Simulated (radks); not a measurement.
Ni2+, 26 electrons, occupied as [Ar] 3d8 (the NIST ground configuration).

All-electron calculation, scalar-relativistic Kohn-Sham, PBE, spin-polarised, spherical densities, finite nucleus; open shells are filled with parallel spins first; Fermi nuclear charge, rms radius 3.7757 fm. Program: a radial shooting solver on a logarithmic mesh with Libxc functionals.

Energy parts (Ry):
part                       energy
total                 -3039.17754
kinetic                3081.42762
electron-nucleus      -7257.32608
Hartree                1262.44721
exchange-correlation   -125.72628

Orbitals (lengths in bohr, moments of r in powers of bohr; r(max) is where P^2 peaks; r(90%) holds 90 % of the orbital's charge):
| orbital | occ. | eigenvalue (Ry) | <r^2> | <r^4> | r(90%) | r(max) |
|---|---|---|---|---|---|---|
| 1s down | 1 | -605.0316 | 0.003935 | 0.00003983 | 0.0966 | 0.03540 |
| 1s up | 1 | -605.0313 | 0.003935 | 0.00003983 | 0.0966 | 0.03540 |
| 2s up | 1 | -73.61620 | 0.07084 | 0.008738 | 0.379 | 0.2046 |
| 2s down | 1 | -73.53469 | 0.07074 | 0.008710 | 0.379 | 0.2045 |
| 2p up | 3 | -63.52951 | 0.05695 | 0.006570 | 0.352 | 0.1648 |
| 2p down | 3 | -63.46825 | 0.05684 | 0.006542 | 0.352 | 0.1648 |
| 3s up | 1 | -9.68352 | 0.6328 | 0.6512 | 1.11 | 0.6396 |
| 3s down | 1 | -9.51622 | 0.6352 | 0.6576 | 1.11 | 0.6401 |
| 3p up | 3 | -6.76809 | 0.7142 | 0.8981 | 1.20 | 0.6472 |
| 3p down | 3 | -6.60403 | 0.7192 | 0.9144 | 1.21 | 0.6480 |
| 3d up | 5 | -2.15221 | 1.201 | 3.683 | 1.66 | 0.6292 |
| 3d down | 3 | -2.00122 | 1.266 | 4.200 | 1.71 | 0.6331 |

The highest occupied level is 3d down at -27.228 eV. The spin density at the nucleus is -0.620 e/bohr^3 (1s -0.020, 2s -1.310, 3s 0.710). The density falls to 0.001 e/bohr^3 at r = 2.97 bohr. The electron density at the nucleus is 1.977e+04 e/bohr^3 (large components only).
